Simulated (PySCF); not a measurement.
Isomers of CH4OSi. Gas-phase values, no solvent. One relaxed conformer stands for each flexible species; it need not be the lowest. Strings in code marks are SMILES.

The T1 excitation (TDA) from two functionals at the same geometries (B3LYP-D3(BJ)/def2-TZVP), both in PySCF: PBE-D3(BJ)/def2-TZVP and B3LYP-D3(BJ)/def2-TZVP. B3LYP has the VWN-RPA correlation part, as in Gaussian. Excitations are Tamm–Dancoff values on a coarser integration grid. The basis has no diffuse functions, so Rydberg states are missing or too high.

```
species                           PBE-D3(BJ)/def2-TZVP (eV)
--------------------------------  -------------------------
`[SiH3]C=O`                                            2.42
`[SiH2]1CO1`                                           4.58
`C[SiH]=O`                                             3.75
`C=[SiH]O` (C–Si–O–H torsion 0°)                       3.22
```

**Question.** What does B3LYP-D3(BJ)/def2-TZVP give for each?

**Answer.** 
- `[SiH3]C=O`: 2.55
- `[SiH2]1CO1`: 4.88
- `C[SiH]=O`: 4.02
- `C=[SiH]O` (C–Si–O–H torsion 0°): 3.29
Over these rows, drawn at random from the members with no instability flagged (it was tested for open shells, ions and some series alone), PBE minus B3LYP-D3(BJ): mean -0.19 eV, from -0.30 eV to -0.07 eV.
